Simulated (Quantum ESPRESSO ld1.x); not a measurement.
Results of a calculation; reference values are marked as such.
Ta V, configuration [Xe] 4f14 5d1. Level of theory: Dirac Kohn-Sham, PBEsol, spin-unpolarised, spherical densities, point nucleus; open shells fill j = l - 1/2 first (ld1.x of Quantum ESPRESSO 7.5). Some entries of the table are withheld. Estimate them.

orbital  occ.  eigenvalue (eV)  r(max) (bohr)
1s1/2       2         -67296.8            (1)
2s1/2       2         -11590.0          0.067
2p1/2       2         -11078.3          0.051
2p3/2       4         -9808.71          0.057
3s1/2       2         -2687.13          0.189
3p1/2       2         -2459.87          0.177
3p3/2       4         -2186.57          0.190
3d3/2       4         -1802.96            (2)
3d5/2       6         -1743.42            (3)
4s1/2       2         -581.089          0.431
4p1/2       2         -487.462          0.431
4p3/2       4         -424.459          0.459
4d3/2       4         -270.669          0.456
4d5/2       6         -259.097          0.467
5s1/2       2              (4)          0.990
5p1/2       2         -87.1114           1.06
5p3/2       4         -77.9286           1.14
4f5/2       6         -67.8815          0.438
4f7/2       8         -65.8900          0.445
5d3/2       1              (5)           1.44
5d5/2       0              (6)           1.48

Answer. 
(1) 1s1/2 r(max) (bohr): 0.012
(2) 3d3/2 r(max) (bohr): 0.150
(3) 3d5/2 r(max) (bohr): 0.153
(4) 5s1/2 eigenvalue (eV): -114.638
(5) 5d3/2 eigenvalue (eV): -41.5925
(6) 5d5/2 eigenvalue (eV): -40.6401
